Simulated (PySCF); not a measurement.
C₇H₁₁N.
Atom-mapped SMILES: `[CH:1](=[CH:2]\[C@H:3]1[CH2:4][NH:5]1)/[CH:6]1[CH2:7][CH2:8]1` (hydrogens: H9 on C1; H10 on C2; H11 on C3; H12, H13 on C4; H14 on N5; H15 on C6; H16, H17 on C7; H18, H19 on C8)

The closed-shell SCF was solved with PySCF and density fitting under several settings on one GFN2-xTB geometry (grid level 2 and gas phase unless stated).

| settings | basis functions | SCF cycles | E (Eh) | HOMO (eV) | LUMO (eV) | dipole (D) |
| --- | --- | --- | --- | --- | --- | --- |
| PBE0/pcSseg-1 | 191 | 13 | -327.5904 | -6.39 | 0.52 | 1.51 |
| PBE0/def2-SVPD | 248 | 13 | -327.4186 | -6.43 | 0.44 | 1.43 |
| PBE0/6-311G**, fitting basis def2-qzvpp-jkfit | 210 | 10 | -327.7103 | -6.30 | 0.61 | 1.45 |
| PW91/pcSseg-1, damping 0.3 at the start, DIIS from the seventh cycle, energy threshold 1e-08 Eh | 191 | 14 | -327.8460 | -5.32 | -0.54 | 1.41 |

Estimate the rows for these settings: (1) CAM-B3LYP/def2-SVPD, grid level 4; (2) PBE0/6-31G*, IEF-PCM dichloromethane, grid level 3, fitting basis def2-universal-jkfit; (3) WP04/ANO-RCC-VDZP, start guess sap.

| settings | basis functions | SCF cycles | E (Eh) | HOMO (eV) | LUMO (eV) | dipole (D) |
| --- | --- | --- | --- | --- | --- | --- |
| CAM-B3LYP/def2-SVPD, grid level 4 | 248 | 12 | -327.6166 | -7.71 | 1.47 | 1.50 |
| PBE0/6-31G*, IEF-PCM dichloromethane, grid level 3, fitting basis def2-universal-jkfit | 134 | 10 | -327.6332 | -6.16 | 0.87 | 1.93 |
| WP04/ANO-RCC-VDZP, start guess sap | 167 | 16 | -336.3596 | -7.36 | -1.41 | 1.42 |

Over all rows, what range does the HOMO–LUMO gap span?

From 4.78 eV (PW91/pcSseg-1, damping 0.3 at the start, DIIS from the seventh cycle, energy threshold 1e-08 Eh) to 9.18 eV (CAM-B3LYP/def2-SVPD, grid level 4). The functional of the narrowest has no exact exchange, that of the widest range-separated exact exchange.

And the dipole moment?

From 1.41 D (PW91/pcSseg-1, damping 0.3 at the start, DIIS from the seventh cycle, energy threshold 1e-08 Eh) to 1.93 D (PBE0/6-31G*, IEF-PCM dichloromethane, grid level 3, fitting basis def2-universal-jkfit); the largest is 1.37 times the smallest, and the median is 1.45 D.

Compare two rows with the functional PBE0: PBE0/6-311G**, fitting basis def2-qzvpp-jkfit and PBE0/pcSseg-1. Which energy is lower, and by how much?

PBE0/6-311G**, fitting basis def2-qzvpp-jkfit (210 functions) lies 0.1199 Eh or 75 kcal/mol below PBE0/pcSseg-1 (191 functions).

Cycle counts include a coarse-grid stage where the run had one. All basis functions are spherical, in the Pople sets too. WP04 was designed for NMR shieldings or shifts; total energies of different functionals aren't comparable. ANO-RCC sets were contracted for a scalar-relativistic Hamiltonian, but ran non-relativistically here. The structure is a single GFN2-xTB conformer; no vibrational corrections.

Shape of the structure used: `[CH:1](=[CH:2]\[C@H:3]1[CH2:4][NH:5]1)/[CH:6]1[CH2:7][CH2:8]1`: C1–C2–C3–C4 142°, C2–C1–C6–C7 146°.
